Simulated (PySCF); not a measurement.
SMILES COC(=O)c1cccc([SiH3])c1, GFN2-xTB optimised geometry.

```
21

C     -3.11    -2.54    -0.01
O     -2.37    -1.33    -0.02
C     -1.03    -1.46     0.00
O     -0.48    -2.54     0.01
C     -0.33    -0.16     0.00
C     -1.03     1.05     0.00
C     -0.32     2.24     0.00
C      1.07     2.22     0.00
C      1.78     1.03     0.00
Si     3.67     1.03    -0.01
C      1.06    -0.16     0.00
H     -4.15    -2.26    -0.12
H     -2.80    -3.18    -0.85
H     -2.95    -3.09     0.92
H     -2.10     1.05     0.00
H     -0.85     3.18     0.00
H      1.61     3.16     0.00
H      4.14     1.90     1.07
H      4.13     1.57    -1.30
H      4.15    -0.33     0.17
H      1.57    -1.11     0.00
```

Density from B3LYP/def2-SVP run with PySCF 2.14.0 at that geometry.

Minimum of the electron density along straight lines between bonded atoms, close to the bond critical point (lines longer than 1.1 times the sum of covalent radii, or with two minima, are not listed):

```csv
bond,length / Å,ρ at the minimum / e bohr⁻³,∇²ρ there / e bohr⁻⁵,position (fraction from the first atom)
C1–O2,1.418,0.246,-0.30,0.34
O2–C3,1.344,0.302,-0.40,0.66
C3–O4,1.207,0.417,0.28,0.33
C3–C5,1.481,0.272,-0.69,0.52
C5–C6,1.392,0.310,-0.79,0.50
C6–C7,1.383,0.316,-0.82,0.50
C7–C8,1.385,0.314,-0.82,0.50
C8–C9,1.393,0.308,-0.78,0.51
C9–Si10,1.890,0.113,0.32,0.62
C5–C11,1.392,0.311,-0.80,0.50
C9–C11,1.388,0.311,-0.79,0.49
C1–H12,1.087,0.286,-1.12,0.64
C1–H13,1.092,0.283,-1.10,0.64
C1–H14,1.092,0.283,-1.09,0.64
C6–H15,1.079,0.288,-1.13,0.64
C7–H16,1.081,0.284,-1.08,0.63
C8–H17,1.081,0.285,-1.08,0.63
Si10–H18,1.466,0.116,0.34,0.49
Si10–H19,1.466,0.116,0.34,0.49
Si10–H20,1.461,0.118,0.34,0.49
C11–H21,1.080,0.288,-1.13,0.64
```
